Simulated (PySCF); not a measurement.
B(H)(F)(NMe2) (C2H7BFN), SMILES CN(C)BF. Atoms are numbered in the order given.

```xyz
12

B      0.7410    -0.8337     0.0000
H      1.9469    -0.8681     0.0000
F      0.0592    -1.9903     0.0000
N      0.0517     0.3825     0.0000
C     -1.3972     0.4694     0.0000
C      0.7379     1.6585     0.0000
H     -1.7627     1.0115    -0.8914
H     -1.7627     1.0115     0.8914
H     -1.8343    -0.5370     0.0000
H      0.4717     2.2570     0.8909
H      0.4717     2.2570    -0.8909
H      1.8252     1.5037     0.0000
```

Geometry: B3LYP-D3(BJ)/def2-SVP. The structure was generated by enumeration, and PubChem lists no compound with its InChIKey, so it may never have been made. Other conformers were not sampled.

These are PySCF with TDA-M06-2X/def2-SVPD values and carry that method's errors.

Vertical excitations. Gas-phase values at a fixed geometry. State labels are in the subgroup Cs.

Computed lowest excited states:
```tsv
state	symmetry	energy (eV)	λ (nm)	f	main pairs
S1	A"	6.93	179	0.006	HOMO→LUMO 93 %
S2	A'	7.63	162	0.311	HOMO→LUMO+2 96 %
S3	A"	7.83	158	0.018	HOMO→LUMO+1 86 %
S4	A"	8.13	152	0.023	HOMO→LUMO+3 87 %
S5	A"	8.55	145	0.001	HOMO→LUMO+4 65 %, HOMO−1→LUMO+2 27 %
S6	A"	8.76	142	0.030	HOMO−1→LUMO+2 65 %, HOMO→LUMO+4 25 %
S7	A"	9.12	136	0.000	HOMO→LUMO+5 68 %, HOMO→LUMO+8 21 %
S8	A'	9.33	133	0.022	HOMO→LUMO+6 95 %
S9	A"	9.43	131	0.007	HOMO→LUMO+8 52 %, HOMO→LUMO+7 25 %, HOMO→LUMO+5 11 %
S10	A'	9.52	130	0.017	HOMO−1→LUMO 89 %
T1	A'	5.91	210	0	HOMO→LUMO+2 89 %
T2	A"	6.91	179	0	HOMO→LUMO 90 %
T3	A"	7.81	159	0	HOMO→LUMO+1 83 %
T4	A"	8.08	153	0	HOMO−1→LUMO+2 84 %
```
Triplets are in the Tamm–Dancoff approximation.
Roots above 9.5 eV, the ΔSCF ionisation energy, lie in the ionisation continuum and depend on the basis.
